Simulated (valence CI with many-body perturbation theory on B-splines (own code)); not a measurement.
## E1 line list for Re²⁺

Computed by configuration interaction combined with many-body perturbation theory (CI+MBPT): five valence electrons over a frozen Dirac-Fock core [Xe] 4f14, radial functions for each j: 7 s, 7 p, 8 d, 6 f, 4 g, 1 h, with the one-electron correlation potential Σ1 (screened to all orders), the two-electron term Σ2, the three-electron term Σ3, Breit, model QED; selected single and double excitations, second order for the rest (own B-spline code, finite nucleus).

Set against measurement, 66 paired levels are off by 1080 cm⁻¹ on average, the worst by 1839. These come from a selection out of Brasseur, Gamrath and Quinet, At. Data Nucl. Data Tables 157, 101636 (2024). Levels without a partner in it may be off by more, other configurations by 1,000 to 8,000 cm⁻¹. Among the levels kept, up to 2800 cm⁻¹ of a level comes from second order outside the variational space, and about a tenth of that is noise between levels of different J, which matters for small intervals. 3 measured levels below the end of the list, from 41405 cm⁻¹ on, found no clear computed partner.

Lines 51 to 100 of 597 in falling wavelength, among levels below 102429 cm⁻¹, chosen from the strongest by gf and those to the six lowest levels. Wavelengths and rates use the calculated energies, so an error of 1000 cm⁻¹ moves a line at 2134 Å by 2.1 % and its rate by three times that or more. Electric multipoles are in the length gauge, E1 and E2 with the static RPA response of the core. Weak lines are less certain than strong ones. Lines between different terms over intervals too small for the method are left out, as are lines whose strength nearly cancels. Where a level lies close to another of its J and parity, the split of strength between their lines is uncertain. The highest levels of a list are the least certain.

Names give the largest LS component (configuration and term), which can be under half, so a name can repeat, a term be missing and a line seem to break the LS rules; names also repeat where a configuration has a term twice. Letters in brackets count levels of one name in rising energy.

```tsv
λ vac (Å)	Upper	Lower	A (s⁻¹)	log gf	Branch %
2134	5d4.6p 4I°_11/2	5d4.6s 4G_9/2	2.72e+07	-0.65	3.0
2131	5d4.6p 4I°_9/2	5d4.6s 4F_9/2 [a]	1.95e+07	-0.88	3.9
2128	5d4.6p 2I°_13/2	5d4.6s 2H_11/2	1.71e+08	0.21	19.6
2123	5d4.6p 2I°_11/2 [a]	5d4.6s 2H_9/2	6.67e+07	-0.27	7.6
2120	5d4.6p 4D°_5/2 [a]	5d4.6s 4D_3/2 [b]	2.94e+07	-0.93	4.4
2120	5d4.6p 4H°_11/2 [a]	5d4.6s 4H_11/2	1.21e+08	-0.01	25.1
2120	5d4.6p 2G°_7/2 [a]	5d4.6s 4F_5/2 [a]	5.83e+07	-0.50	8.9
2118	5d4.6p 6D°_3/2	5d4.6s 4D_3/2 [a]	6.57e+07	-0.75	7.9
2113	5d4.6p 6D°_9/2	5d4.6s 4H_9/2	3.57e+07	-0.62	5.9
2112	5d4.6p 4D°_3/2 [c]	5d4.6s 4D_3/2 [b]	8.99e+07	-0.62	11.7
2104	5d4.6p 4D°_5/2 [c]	5d4.6s 4D_7/2 [a]	3.63e+07	-0.84	5.6
2102	5d4.6p 4I°_13/2	5d4.6s 2I_11/2	3.23e+07	-0.52	5.3
2102	5d4.6p 4D°_5/2 [a]	5d4.6s 4D_5/2 [a]	3.78e+07	-0.82	5.6
2101	5d4.6p 4F°_3/2 [a]	5d4.6s 4D_1/2 [a]	5.24e+07	-0.86	6.7
2100	5d4.6p 4G°_7/2 [a]	5d4.6s 2H_9/2	2.96e+07	-0.81	2.4
2099	5d4.6p 4G°_9/2 [a]	5d4.6s 4G_9/2	1.94e+07	-0.89	2.4
2098	5d4.6p 4F°_3/2 [b]	5d4.6s 4D_3/2 [c]	5.29e+07	-0.85	4.3
2098	5d4.6p 4D°_5/2 [b]	5d4.6s 4D_3/2 [b]	4.15e+07	-0.78	4.6
2091	5d4.6p 4H°_9/2	5d4.6s 4H_11/2	4.08e+07	-0.57	6.6
2090	5d4.6p 4D°_7/2 [a]	5d4.6s 4D_7/2 [a]	3.35e+07	-0.76	4.0
2088	5d4.6p 4D°_7/2 [c]	5d4.6s 4P_5/2 [a]	2.27e+07	-0.93	2.4
2087	5d4.6p 6D°_9/2	5d4.6s 4H_7/2	2.40e+07	-0.80	4.0
2086	5d4.6p 2H°_9/2 [a]	5d4.6s 4F_7/2 [b]	5.19e+07	-0.47	7.2
2083	5d4.6p 4D°_7/2 [b]	5d4.6s 4D_7/2 [a]	6.13e+07	-0.50	10.2
2080	5d4.6p 4F°_7/2 [c]	5d4.6s 2G_7/2 [a]	5.76e+07	-0.52	4.6
2080	5d4.6p 4D°_7/2 [a]	5d4.6s 4F_9/2 [a]	6.71e+07	-0.46	8.1
2077	5d4.6p 4H°_13/2 [a]	5d4.6s 4H_13/2	2.01e+08	0.26	44.0
2073	5d4.6p 4D°_7/2 [b]	5d4.6s 4F_9/2 [a]	5.01e+07	-0.59	8.3
2073	5d4.6p 4H°_11/2 [b]	5d4.6s 2I_11/2	5.61e+07	-0.36	8.2
2072	5d4.6p 4D°_5/2 [a]	5d4.6s 4F_7/2 [a]	3.25e+07	-0.90	4.8
2072	5d4.6p 4F°_9/2 [b]	5d4.6s 4G_11/2	2.22e+07	-0.85	1.9
2071	5d4.6p 2F°_7/2 [b]	5d4.6s 2F_7/2 [a]	3.01e+07	-0.81	3.7
2066	5d4.6p 6F°_9/2 [b]	5d5 2G_7/2 [a]	3.01e+07	-0.72	6.1
2064	5d4.6p 4D°_5/2 [f]	5d4.6s 4D_3/2 [c]	6.86e+07	-0.58	6.1
2062	5d4.6p 6F°_5/2	5d4.6s 6D_7/2	3.37e+07	-0.89	7.5
2061	5d4.6p 4H°_11/2 [a]	5d5 2H_11/2	4.76e+07	-0.44	9.9
2057	5d4.6p 4D°_1/2 [d]	5d4.6s 4D_3/2 [c]	1.08e+08	-0.86	17.6
2055	5d4.6p 2G°_7/2 [a]	5d4.6s 4H_9/2	4.06e+07	-0.69	6.2
2054	5d4.6p 4I°_11/2	5d4.6s 4G_11/2	4.98e+07	-0.42	5.4
2051	5d4.6p 4P°_1/2 [a]	5d4.6s 6D_3/2	1.10e+08	-0.86	31.6
2051	5d4.6p 4G°_9/2 [b]	5d4.6s 2I_11/2	5.20e+07	-0.48	3.8
2050	5d4.6p 4D°_5/2 [b]	5d4.6s 4F_7/2 [a]	6.10e+07	-0.64	6.8
2047	5d4.6p 4D°_5/2 [f]	5d4.6s 4D_7/2 [b]	6.95e+07	-0.58	6.2
2041	5d4.6p 4F°_9/2 [a]	5d4.6s 4D_7/2 [a]	8.29e+07	-0.29	7.4
2039	5d4.6p 2H°_9/2 [b]	5d4.6s 2F_7/2 [a]	7.05e+07	-0.36	5.2
2039	5d4.6p 2F°_7/2 [a]	5d4.6s 4F_5/2 [b]	2.51e+07	-0.90	3.6
2039	5d4.6p 4G°_9/2 [a]	5d5 2G_7/2 [b]	2.24e+07	-0.85	2.8
2034	5d4.6p 4I°_9/2	5d4.6s 4F_7/2 [a]	1.34e+08	-0.08	26.5
2034	5d4.6p 4H°_9/2	5d5 2H_11/2	4.89e+07	-0.52	7.9
2031	5d4.6p 4F°_9/2 [a]	5d4.6s 4F_9/2 [a]	4.69e+07	-0.54	4.2
```

(1) How does gf follow from A for the line at 2091 Å?

Answers

(1) gf = 1.4992 × (2J+1)_upper × A / σ², with σ = 47813 cm⁻¹ and 2J+1 = 10: gf = 0.267.
